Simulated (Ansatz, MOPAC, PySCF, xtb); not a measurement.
Noncovalent pair: CH4O (SMILES CO) (first 6 atoms) with CH4S (SMILES CS); geometry from B3LYP-D3(BJ)/def2-TZVP, rigid monomers moved along the line of their centres of mass till O2···H12 is 3.18 Å.
(charge 0, multiplicity 1):
```xyz
12

C     -0.290    -0.545     0.090
O     -0.200     0.768     0.635
H     -1.268    -0.730    -0.365
H     -0.151    -1.235     0.921
H      0.492    -0.733    -0.652
H     -0.278     1.410    -0.077
C     -1.165    -0.051     4.837
S      0.617    -0.410     4.700
H     -1.682    -0.303     3.914
H     -1.549    -0.672     5.644
H     -1.336     0.995     5.081
H      0.830     0.345     3.610
```

Interaction energies are E(AB) − E(A) − E(B) at the monomers' geometry in the complex; basis-set methods are counterpoise corrected. Rows marked so take none.

Cores are frozen in the correlated methods. Rows in 3-21G, 6-31G* carry no dispersion term and start afresh at each structure (6-31G* with six Cartesian d functions). MP2/6-31G* freezes PySCF's default core. The state reached by PM7 isn't checked; PM7 holds dispersion and hydrogen-bond terms.

The values were computed with Ansatz (Gaussian basis) for Hartree–Fock, density functionals and correlated methods; MOPAC for PM7 (differences of heats of formation); PySCF for 3-21G rows, 6-31G* rows, the dispersion terms; xtb for the GFN methods. 

| level | interaction energy (kcal/mol) |
|---|---|
| PM7 | -1.93 |
| GFN1-xTB | -1.18 |
| GFN2-xTB | -1.93 |
| r2SCAN-D3(BJ)/def2-TZVPPD | -1.68 |
| B3LYP/3-21G (no counterpoise) | -1.83 |
| B3LYP/6-31G* | -0.98 |
| wB97X-V/def2-TZVPPD | … |
| MP2/6-31G* (no counterpoise) | -1.90 |
| CCSD(T)/aug-cc-pV(D+d)Z | -1.64 |

Fill in the missing entries.


- wB97X-V/def2-TZVPPD, interaction energy (kcal/mol): -1.75

Ansatz is a first-principles code.
